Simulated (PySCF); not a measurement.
Se (SMILES [Se+]), charge +1, quartet; PySCF with CAMB3LYP/aug-cc-pVDZ.

Here is a job for PySCF.
```python
from pyscf import gto, scf, dft

mol = gto.M(
    atom='''
Se    0.000000    0.000000    0.000000
''',
    basis='aug-cc-pvdz',
    charge=1,
    spin=3,
    verbose=3,
)

mf = dft.UKS(mol)
mf.xc = 'camb3lyp'
mf.grids.level = 0
mf.kernel()
mf.analyze()
```

It wrote (shortened):

```
converged SCF energy = -2401.21506322083  <S^2> = 3.75027  2S+1 = 4.000135
**** MO energy ****
                             alpha | beta                alpha | beta
MO #1   energy= -454.408498220162  | -454.401491569882  occ= 1 | 1
MO #2   energy= -58.5894559632068  | -58.5853237453809  occ= 1 | 1
MO #3   energy= -52.6464858309574  | -52.6391529557969  occ= 1 | 1
MO #4   energy= -52.6464858309573  | -52.6391529557968  occ= 1 | 1
MO #5   energy= -52.6464858309572  | -52.6391529557966  occ= 1 | 1
MO #6   energy= -8.32695021138296  | -8.31528374413452  occ= 1 | 1
MO #7   energy= -6.26927607277421  | -6.25528195988095  occ= 1 | 1
MO #8   energy= -6.2692760727742   | -6.25528195988093  occ= 1 | 1
MO #9   energy= -6.26927607277419  | -6.25528195988093  occ= 1 | 1
MO #10  energy= -2.61883182340007  | -2.60509883916017  occ= 1 | 1
MO #11  energy= -2.61883182340006  | -2.60509883916016  occ= 1 | 1
MO #12  energy= -2.61883182340002  | -2.60509883916011  occ= 1 | 1
MO #13  energy= -2.61883182340001  | -2.6050988391601   occ= 1 | 1
MO #14  energy= -2.6188318234      | -2.60509883916001  occ= 1 | 1
MO #15  energy= -1.1508039508108   | -1.01009611470367  occ= 1 | 1
MO #16  energy= -0.702698903004897 | -0.42570993991795  occ= 1 | 0
MO #17  energy= -0.702698903004889 | -0.425709939917942 occ= 1 | 0
MO #18  energy= -0.702698903004883 | -0.42570993991794  occ= 1 | 0
MO #19  energy= -0.145231740939858 | -0.142786879095434 occ= 0 | 0
MO #20  energy= -0.090595945245061 | -0.0861069413006337 occ= 0 | 0
MO #21  energy= -0.0905959452450366 | -0.0861069413005868 occ= 0 | 0
MO #22  energy= -0.0905959452450137 | -0.0861069413005668 occ= 0 | 0
MO #23  energy= -0.0424354732791791 | -0.00378712364966408 occ= 0 | 0
MO #24  energy= -0.0424354732791724 | -0.00378712364966064 occ= 0 | 0
MO #25  energy= -0.0424354732791706 | -0.00378712364965566 occ= 0 | 0
MO #26  energy= -0.0424354732791694 | -0.00378712364965436 occ= 0 | 0

To work with the spin densities directly, `use mulliken_meta_spin()` only printing them here.

 ** Mulliken spin pop alpha/beta on meta-lowdin orthogonal AOs **
 ** Mulliken Spin Density (per atom)  **
spin density of  0 Se =      3.00000
 ** Mulliken pop alpha/beta on meta-lowdin orthogonal AOs **
 ** Mulliken atomic charges   ( Nelec_alpha | Nelec_beta ) **
charge of  0Se =      1.00000  (    18.00000     15.00000 )

WARN: System has nonzero charge 1; the dipole moment is origin-dependent.
Location of origin: [0. 0. 0.]

Dipole moment(X, Y, Z, Debye):  0.00000,  0.00000,  0.00000
```
